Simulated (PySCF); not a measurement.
**SnH at r²SCAN**

Computed with r²SCAN; Sn def2-SVPD with ECP28, H def2-SVPD; scalar-relativistic core potentials (PySCF 2.14).

```
state                                           : ²Π (doublet), unpaired electrons π ↑
bond length                                     : 3.375 bohr
harmonic wavenumber                             : 1697 cm⁻¹
force constant                                  : 1.70 mdyn/Å
rotational constant Be                          : 5.289 cm⁻¹
anharmonicity ωexe                              : 25.9 cm⁻¹
vibration–rotation constant αe                  : 0.135 cm⁻¹
well depth De to Sn + H                         : 60.5 kcal/mol
dissociation energy D0                          : 58.1 kcal/mol
bond order (Mayer)                              : 0.99
dipole moment (positive dipole means Sn(−)H(+)) : -0.55 D
```

Spin–orbit coupling is left out, which matters for elements this heavy, above all for dissociation energies. The state is the lowest determinant that a PBE0 search found; another state may lie lower at other levels.
